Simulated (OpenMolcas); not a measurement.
## Co2+, Rh2+, Ir2+: d⁷ down the group

| Property | Result |
| --- | --- |
| Program | OpenMolcas 26.06 |
| Method | MS-CASPT2, IPEA 0.25 Eh, imaginary shift 0.1 Eh |
| Basis | ANO-RCC-VTZP |
| Scalar Hamiltonian | DKH2, point nucleus |
| Spin-orbit coupling | state interaction with AMFI integrals over the reference wave functions, term energies averaged over their components |

Active space for each ion: 7 electrons in 5 orbitals (d); closed shells correlated by CASPT2: Co2+ 3s 3p; Rh2+ 4s 4p; Ir2+ 5s 5p.

Computed levels in cm-1 above ⁴F_9/2:

```csv
Level,Co2+,Rh2+,Ir2+
⁴F_7/2,857,2090,7640
⁴F_5/2,1483,3420,9290
⁴P_5/2,15530,11800,14460
⁴P_1/2,16180,13190,17610
²G_9/2,16380,13640,16310
²G_7/2,17190,15680,22010
²P_1/2,20440,18640,28510
²H_11/2,22640,18410,21990
²D_5/2(1),22760,19140,25000
weight of ⁴F in the lowest level (%),100,98,86
```

Mixed levels, with the weight of the term that names them: Ir2+ ⁴F_5/2 (65 %), Ir2+ ⁴P_1/2 (71 %), Ir2+ ²G_9/2 (62 %), Ir2+ ²P_1/2 (71 %).

Measured, with the error of the calculation in %. Measured levels: Co2+ from Sugar and Corliss, J. Phys. Chem. Ref. Data 10, 1097 (1981); Rh2+ from the list in Shadmi, J. Res. Natl. Bur. Stand. 70A, 435 (1966).

| Level | Co2+ | Rh2+ |
| --- | --- | --- |
| ⁴F_7/2 | 841 (+1.9) | 2148 (-2.7) |
| ⁴F_5/2 | 1451 (+2.2) | 3486 (-1.8) |
| ⁴P_5/2 | 15202 (+2.1) | 11062 (+6.7) |
| ⁴P_1/2 | 15811 (+2.4) |  |
| ²G_9/2 | 16978 (-3.5) |  |
| ²G_7/2 | 17766 (-3.3) |  |
| ²H_11/2 | 22720 (-0.4) |  |
| ²D_5/2(1) | 23059 (-1.3) |  |

The fine-structure level ⁴F_5/2 changes by a factor of 6.26 from Co2+ to Ir2+.

Without spin-orbit coupling ⁴P lies 14970, 10460, 9060 cm-1 above ⁴F in that order; the difference to the level ⁴P_5/2, of either sign, comes from spin-orbit coupling, which also lowers the zero.

CASPT2 does not keep the components of a term degenerate, so their means are used; among the terms shown or strongly mixed into the levels shown the widest spread is 970 cm-1 (3d⁷ ⁴F, Co2+). The CASPT2 spread within a term exceeds the gap to the next term for 3d⁷ ²H and 3d⁷ ²D(1), so the order of their levels is uncertain (figures for Co2+; the like holds for Ir2+). Levels of configurations with an s electron are missing; early in the row they begin among the upper levels of the d shell and mix with terms of their name (holds for Rh2+). Configurations with an s electron lie low in 5d ions of this charge, fall among these levels and mix in, so low-spin terms can stand far too high, up to twice their true height, and weights are not those of the real levels (holds for Ir2+). Measured partners are found by configuration, term and J. A level has none where our copy of the source lacks it or the pairing is in doubt (some pairs that miss far off the trend of their configuration count as doubtful), and it then counts in no deviation. Levels of configurations outside the active space are missing.

A number in round brackets counts repeated terms of one configuration in the order of the reference energies.
